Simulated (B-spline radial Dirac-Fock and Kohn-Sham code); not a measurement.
Binding energies of Ir¹⁷⁺ at several levels of theory

System: iridium as Ir¹⁷⁺, [Kr] 4d10 4f12 5s2 (tabulated as the ground configuration, which this calculation does not bear out).

The density-functional columns are spherical, spin-unpolarised Dirac-Kohn-Sham results without Breit or QED terms: −ε is minus the orbital energy of the initial state and ΔSCF the difference of two total energies. The reference in the last column comes from ΔSCF Dirac-Fock with Breit, self-energy and vacuum polarisation, finite nucleus, configuration average. All numbers are from a radial finite-basis atomic code, in eV; a selection of levels is shown. The Kohn-Sham columns are given as differences from the reference. For the 1s level of heavy atoms much of the gap between ΔSCF and the reference is the Breit and QED part, -399.0 eV here; for other levels the error of the functional can be larger.

| level | LDA −ε − DF | LDA ΔSCF − DF | Dirac-Fock |
| --- | --- | --- | --- |
| K | -210.0 | +387.2 | 76531.0 |
| L1 | -176.1 | -57.4 | 13845.9 |
| L2 | -124.9 | +25.4 | 13244.9 |
| L3 | -141.6 | -12.7 | 11635.4 |
| M1 | -98.6 | -57.1 | 3594.1 |
| M2 | -79.6 | -35.5 | 3327.3 |
| M3 | -79.0 | -38.4 | 2970.3 |
| M4 | -57.3 | -10.2 | 2531.9 |
| M5 | -58.7 | -12.9 | 2456.2 |
| N1 | -55.1 | -32.4 | 1097.0 |
| N2 | -45.9 | -23.3 | 982.7 |
| N3 | -45.7 | -24.1 | 895.9 |
| N4 | -32.8 | -11.4 | 709.5 |
| N5 | -32.9 | -11.8 | 693.1 |
| N6,7 | -18.4 | +2.2 | 453.9 |
| O1 | -4.3 | +8.7 | 434.9 |

For the outermost level NIST gives 445 ± 22 eV (theoretical); the differences from it are LDA −ε -14.39, LDA ΔSCF -1.42, Dirac-Fock -10.12 eV.
